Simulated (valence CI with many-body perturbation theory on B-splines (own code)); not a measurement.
N III: key properties

Computed by relativistic CI+MBPT: three valence electrons over a frozen Dirac-Fock core [He], a basis of 9 s, 9 p, 8 d, 6 f, 3 g, 1 h functions for each j, with the one-electron correlation potential Σ1 (screened to all orders), the two-electron term Σ2, the three-electron term Σ3, Breit, model QED; selected single and double excitations, second order for the rest, scaled by the run's own slope (own B-spline code, finite nucleus).

Against 41 measured levels this calculation errs by 90 cm⁻¹ on average and by 203 at most. These come from a selection out of Moore, Selected Tables of Atomic Spectra, NSRDS-NBS 3, section 5. Levels without a partner in it may be off by more.

Rates and lifetimes use the calculated energies. Strong lines usually hold to 10 to 20 %, long lifetimes can be off by a factor of two.

(1) What is the ground level?

(2) Where does the other parity begin?

(3) How well does LS coupling describe the low levels?

(4) How is the term ²P° of the ground level split?

(5) What is the ionisation energy?

(6) Name the longest-lived excited levels whose lifetime is computed, and their main decay.

(7) What are the static dipole polarisabilities of the lowest levels?

Answers

(1) 2s²2p ²P°_1/2, composition 95 % 2s²2p ²P° + 4 % 2p³ ²P°, g = 0.666.

(2) At 2s2p² ⁴P_1/2, 7.079 eV.

(3) Among the lowest 20 levels the leading LS term, summed over configurations, holds 100 % on average. For single configurations the figures are 95 % in LS and 74 % in jj coupling. Terms hardly mix: every one of these levels is at least 95 % one term.

(4) J = 1/2 at 0.000, J = 3/2 at 0.022 eV.

(5) 47.436 eV; NIST lists 47.4453 eV (semi-empirical).

(6) 2s²2p ²P°_3/2 at 0.022 eV lives 21000 s, mostly by M1 to 2s²2p ²P°_1/2; 2s2p² ⁴P_3/2 at 7.086 eV lives 14.7 ms, mostly by E1 to 2s²2p ²P°_3/2; 2s2p² ⁴P_5/2 at 7.096 eV lives 3.63 ms, mostly by E1 to 2s²2p ²P°_3/2.

(7) 2s²2p ²P°_1/2 2.42; 2s²2p ²P°_3/2 2.42 (tensor 0.084) bohr³, of which the core gives 0.00463.
